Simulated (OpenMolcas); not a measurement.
How methods differ on MoCl2O2 (SMILES O=[Mo](=O)(Cl)Cl)

The species is MoCl2O2 (5 atoms), meant as a singlet with charge 0. As SMILES, `O=[Mo](=O)(Cl)Cl`. The shape is that of a PBE0-D4/def2-TZVP optimisation.

Each level gives the vertical energy of the triplet above the singlet (eV). The values are calculated.

```csv
level,kind,program,value (eV),CPU time (all runs)
HF/def2-SVP (core potential),Hartree–Fock,OpenMolcas,1.83,88 s
SVWN5/def2-SVP (core potential),LDA,OpenMolcas,4.12,3.6 min
PBE/def2-SVP (core potential),GGA,OpenMolcas,3.97,4.4 min
TPSS/def2-SVP (core potential),meta-GGA,OpenMolcas,4.31,4.8 min
r2SCAN/def2-SVP (core potential),meta-GGA,OpenMolcas,3.92,3.6 min
B3LYP/def2-SVP (core potential),global hybrid,OpenMolcas,3.79,2.2 min
BHLYP/def2-SVP (core potential),global hybrid,OpenMolcas,3.25,3.1 min
M06-2X/def2-SVP (core potential),hybrid meta-GGA,OpenMolcas,3.74,5.5 min
```

Spin-orbit coupling, which can split open shells on such heavy atoms by tenths of an eV, is left out. The values span 1.83 to 4.31 eV. Spin contamination of the reference (⟨S²⟩ at least 0.1 too high) touches HF/def2-SVP. CPU times are rough (shared hosts, several kinds of processor): they show what a rung costs within a factor of a few.
